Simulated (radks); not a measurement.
Problem. Valence configurations of the molybdenum ion Mo+ (all share [Kr]). Calculated with a radial shooting solver on a logarithmic mesh with Libxc functionals: Dirac Kohn-Sham, LDA (Slater exchange, Perdew-Wang correlation), spin-unpolarised, spherical densities, finite nucleus; open shells fill j = l - 1/2 first; Fermi nuclear charge, rms radius 4.4091 fm. Order these by energy: 4d4.5 5p0.5; 4d3 5s2; 5s2 5p3; 4d4 5s1; 4d4.5 5s0.5; 4d2 5p3; 4d5; 4d3 5p2; 4d4 5p1; 4d2 5s0.5 5p2.5.

Solution. From the lowest, in eV above it: 4d5 0.000; 4d4.5 5s0.5 0.327; 4d4 5s1 0.942; 4d4.5 5p0.5 2.361; 4d3 5s2 3.430; 4d4 5p1 5.185; 4d3 5p2 12.701; 4d2 5s0.5 5p2.5 20.196; 4d2 5p3 22.943; 5s2 5p3 38.784. NIST lists [Kr] 4d5 as the ground configuration; this level of theory agrees among the configurations tried. The energies are those of spherical spin-averaged densities, not of single terms.
